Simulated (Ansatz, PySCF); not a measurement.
Energy difference 2 R1 → P1 + P2, each structure at its B3LYP-D3(BJ)/def2-TZVP stationary point, reached from a drawn start (curvature not checked).
P1: SiF4 (SMILES F[Si](F)(F)F), charge 0, multiplicity 1.
R1: F3Si (SMILES F[Si](F)F), charge 0, multiplicity 2.
P2, F2Si (SMILES F[Si]F) (charge 0, multiplicity 1, Z-matrix in Å and degrees):
```
Si
F 1 1.6090
F 1 1.6090 2 100.76
```

Quantity: the reaction energy.

P less R. No zero-point or thermal terms; singlets are restricted closed shells; open shells are unrestricted.

Cores are frozen in the correlated methods.

Programs: Ansatz (an electronic-structure program) with Gaussian orbitals; PySCF for the D3/D4 terms. Each number belongs to the level named beside it.

Costs are ratios of core time to PBE/def2-TZVPP (roughly 8 s), for whole runs (searches for the state included, and forces where a run took them) on one shared machine, so rough; each difference counts from -2.566 eV (CCSD(T)/cc-pV(Q+d)Z, a level with limits of its own).

```
level                     basis functions  cost
------------------------  ---------------  ----
BLYP/def2-TZVPP                       166  ×0.9
revPBE/def2-TZVPP                     166  ×0.9
revPBE-D3(BJ)/def2-TZVPP              166  ×0.9
PBE/def2-TZVPP                        166    ×1
B3LYP-D3(BJ)/def2-TZVPP               166    ×1
BHLYP/def2-TZVPP                      166    ×1
PBE0/def2-TZVPP                       166    ×1
r2SCAN/def2-TZVPP                     166    ×2
B2PLYP/def2-TZVPP                     166    ×2
wB97X-V/def2-TZVPP                    166    ×3
CCSD(T)/cc-pV(D+d)Z                    79    ×3
CCSD(T)/cc-pV(T+d)Z                   159   ×30
```

Problem. Which is the cheapest listed level whose difference stays within 0.043 eV?

Solution. CCSD(T)/cc-pV(D+d)Z (-0.026 eV, cost ×3).

Problem. What does the step from CCSD(T)/cc-pV(D+d)Z to CCSD(T)/cc-pV(T+d)Z cost and buy?

Solution. 79 to 159 functions, cost ×10 (rough); the difference goes from -0.026 to -0.025 eV.

Each difference (eV): BLYP/def2-TZVPP 0.188; revPBE/def2-TZVPP 0.401; revPBE-D3(BJ)/def2-TZVPP 0.403; PBE/def2-TZVPP 0.332; B3LYP-D3(BJ)/def2-TZVPP 0.155; BHLYP/def2-TZVPP 0.153; PBE0/def2-TZVPP 0.322; r2SCAN/def2-TZVPP 0.504; B2PLYP/def2-TZVPP 0.120; wB97X-V/def2-TZVPP 0.048; CCSD(T)/cc-pV(D+d)Z -0.026; CCSD(T)/cc-pV(T+d)Z -0.025.
